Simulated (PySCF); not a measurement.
Si2O(OH)6, optimised at PBE0/def2-TZVP:

```xyz
15

O      0.3545     0.7896    -1.3166
Si     0.0009    -0.0391     0.0325
O     -1.0764    -1.2144    -0.3521
O      1.3964    -0.6069     0.6550
O     -0.7893     0.8464     1.1456
Si    -1.4895     0.3429     2.5254
O     -0.2815    -0.4568     3.2941
O     -2.7836    -0.5898     2.1895
O     -1.9825     1.5600     3.4780
H      1.1739     1.2863    -1.3141
H     -0.8183    -1.8484    -1.0226
H      1.3606    -0.7903     1.5998
H     -0.4749    -0.8255     4.1570
H     -2.6987    -1.1034     1.3792
H     -2.8588     1.9095     3.3105
```

Method: PySCF energies (xtb for GFN2) plus ideal-gas RRHO corrections (1 bar). 6-31G* has spherical d functions here. All species are closed-shell singlets. B3LYP is the form with VWN-RPA correlation. Si2O(OH)6: computed as isolated molecules; such fragments, hydroxides, amides, oligomers or adducts are transient or little studied in the gas.

Problem. List the harmonic frequencies (cm⁻¹, unscaled) at this level and at the other levels, each on its own geometry.

Solution. 
- PBE0/def2-TZVP: 46, 54, 84, 175, 180, 203, 228, 260, 264, 302, 331, 334, 358, 362, 379, 412, 426, 464, 468, 683, 798, 829, 833, 840, 865, 906, 915, 945, 966, 973, 1002, 1029, 1091, 3850, 3852, 3927, 3928, 3930, 3931
- B3LYP/6-31G*: 54, 83, 111, 172, 178, 207, 228, 264, 265, 303, 332, 341, 361, 365, 381, 420, 422, 524, 542, 682, 782, 852, 859, 867, 897, 950, 951, 959, 965, 973, 1019, 1068, 1075, 3690, 3695, 3801, 3802, 3804, 3804
- GFN2-xTB: 44, 59, 79, 172, 172, 176, 178, 213, 250, 277, 280, 282, 293, 297, 323, 352, 355, 401, 427, 689, 797, 839, 847, 850, 865, 881, 883, 919, 936, 942, 969, 988, 1034, 3625, 3626, 3681, 3682, 3697, 3699
- HF/6-31G*: 48, 49, 82, 187, 189, 209, 222, 275, 282, 317, 346, 355, 382, 388, 396, 442, 457, 494, 506, 714, 844, 906, 909, 918, 946, 978, 987, 1002, 1022, 1026, 1057, 1096, 1150, 4071, 4073, 4120, 4120, 4122, 4124
- PBE/def2-SVP: 54, 107, 127, 158, 168, 201, 225, 250, 253, 291, 318, 330, 344, 346, 357, 404, 404, 556, 570, 664, 751, 804, 808, 815, 838, 900, 915, 928, 936, 936, 984, 1042, 1045, 3558, 3569, 3768, 3768, 3769, 3770
